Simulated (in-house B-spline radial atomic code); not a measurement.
Ionising Ag IV (Ag3+) with different functionals

Computed with a radial B-spline atomic code at the basis-set limit: non-relativistic Hamiltonian, point nucleus, spin-polarised at highest spin, spherical fractional occupations for the functionals, and exact exchange of hybrids averaged over the configuration. The ionisation energy is the difference of two self-consistent energies, [Kr] 4d8 → [Kr] 4d7, without Breit or QED terms; ε is the level of the shell that loses the electron (its least bound occupied spin orbital). There is no spin-orbit coupling in this Hamiltonian.

```csv
method,rung,ΔSCF (eV),-ε(4d) (eV)
PBE0,global hybrid,51.04,45.60
B3LYP,global hybrid,51.15,45.24
TPSSh,global hybrid,50.99,44.17
M06-2X,global hybrid,?,?
BHandHLYP,global hybrid,50.79,47.68
r2SCAN0,global hybrid,?,?
B97-1,global hybrid,51.10,45.25
HSE06,range-separated hybrid,51.02,45.17
wB97X,range-separated hybrid,50.96,48.15
CAM-B3LYP,range-separated hybrid,51.10,47.16
LC-wPBE,range-separated hybrid,51.08,48.49
```

(1) What does r2SCAN0 give?

(2) What does M06-2X give?

(3) Among the functionals, which spreads more, the ΔSCF values or the orbital energies?

(4) How do they compare with the NIST value?

Answers

(1) ΔSCF 50.96 eV, and -ε(4d) = 45.61 eV.

(2) ΔSCF 51.08 eV, and -ε(4d) = 48.24 eV.

(3) The orbital energies: ΔSCF values span about 0.36 eV and the orbital energies 4.32 eV; here energy differences depend much less on the functional than eigenvalues do.

(4) NIST lists 49 eV ± 1.7 (tabulated theory, ground level to ground level). Errors run from +1.79 to +2.15 eV; all lie within about twice that uncertainty, so the table can't rank the methods.
